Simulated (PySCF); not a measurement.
The dipole of `C=C(C)PCCCC` from its density and from atomic charges.

Coordinates (GFN2-xTB, Å) and charges (e) from the PBE0/pcSseg-1 density (PySCF):

```
atom       x       y       z  Mulliken      IAO  Hirshfeld  ESP-fitted
  C1  -3.041   1.612   0.203   -0.0620  -0.3299    -0.1146     -0.9205
  C2  -2.686   0.377  -0.124   -0.6182  -0.1529    -0.0348     +0.7342
  C3  -3.411  -0.844   0.350   -0.1544  -0.4201    -0.1187     -0.7452
  P4  -1.251   0.140  -1.248   +0.3551  +0.3380    +0.1094     -0.4638
  C5   0.095   0.269   0.040   -0.4487  -0.4155    -0.1109     -0.1472
  C6   1.448  -0.115  -0.549   -0.2441  -0.2492    -0.0707     +0.2571
  C7   2.573   0.017   0.475   -0.2704  -0.2435    -0.0640     +0.0185
  C8   3.925  -0.358  -0.120   -0.2567  -0.4167    -0.1171     -0.2876
  H9  -2.506   2.468  -0.176   +0.1058  +0.1441    +0.0398     +0.3115
 H10  -3.873   1.818   0.858   +0.1071  +0.1438    +0.0430     +0.2721
 H11  -2.734  -1.495   0.904   +0.1229  +0.1475    +0.0433     +0.1846
 H12  -4.247  -0.576   0.993   +0.1127  +0.1447    +0.0450     +0.1851
 H13  -3.788  -1.409  -0.503   +0.1320  +0.1516    +0.0452     +0.1905
 H14  -1.301  -1.262  -1.225   +0.0253  -0.0425    -0.0196     +0.1325
 H15   0.118   1.308   0.383   +0.1466  +0.1419    +0.0358     +0.0909
 H16  -0.147  -0.363   0.899   +0.1442  +0.1328    +0.0336     +0.0123
 H17   1.408  -1.145  -0.913   +0.1183  +0.1256    +0.0334     -0.0169
 H18   1.661   0.527  -1.408   +0.1253  +0.1312    +0.0328     -0.0087
 H19   2.359  -0.629   1.330   +0.1137  +0.1278    +0.0353     +0.0067
 H20   2.609   1.046   0.840   +0.1152  +0.1285    +0.0361     -0.0095
 H21   4.163   0.290  -0.960   +0.1082  +0.1364    +0.0389     +0.0595
 H22   3.912  -1.387  -0.475   +0.1071  +0.1357    +0.0383     +0.0545
 H23   4.712  -0.262   0.624   +0.1149  +0.1407    +0.0402     +0.0892
```

Problem. Form Σ q r in debye for every column and set it beside the full dipole.

Solution. The full density gives (0.24, -0.64, 1.29) D, 1.46 D in size; dipole vectors point from the negative to the positive end.

```tsv
scheme	μx	μy	μz	size (D)	share of the full size (%)	angle to the full dipole (°)
Mulliken	0.74	-0.95	-0.72	1.40	96	94
IAO	0.47	-0.20	-0.80	0.95	65	125
Hirshfeld	0.15	-0.19	-0.24	0.34	23	108
ESP-fitted	0.24	-0.63	1.23	1.40	96	1
```

Problem. Which set comes closest?

Solution. Length of the difference vector: ESP-fitted 0.06 D, Hirshfeld 1.59 D, Mulliken 2.09 D, IAO 2.14 D. Closest: ESP-fitted. 

Problem. What is left for the Hirshfeld atoms' own dipoles?

Solution. The Hirshfeld atoms' densities add up to the full density, so μ = Σ q r + Σ (atomic dipoles). The atomic dipoles sum to (0.24, -0.64, 1.29) − (0.15, -0.19, -0.24) = (0.09, -0.45, 1.53) D, 1.59 D in size.

Problem. With the origin at the mean of the coordinates, (0.000, 0.001, 0.009) Å, which are the largest single terms, by size, of the IAO dipole along the direction of the full one?

Solution. P4 -2.24, C1 +1.65, C8 -1.40, H9 -1.15, H19 +1.13 D; all 23 atoms together -0.54 D. The single terms depend on the origin, their sum doesn't.

Problem. Give the size of the full dipole in other units.

Solution. 1.46 D = 0.573 au = 0.303 e·Å = 4.86 × 10⁻³⁰ C·m.

The structure is a single GFN2-xTB conformer in the gas phase; no vibrational or solvent corrections.

The values belong to the conformer `[CH2:1]=[C:2]([CH3:3])[PH:4][CH2:5][CH2:6][CH2:7][CH3:8]`: C1–C2–P4–C5 83°, C2–P4–C5–C6 171°, P4–C5–C6–C7 179°, C5–C6–C7–C8 180°.
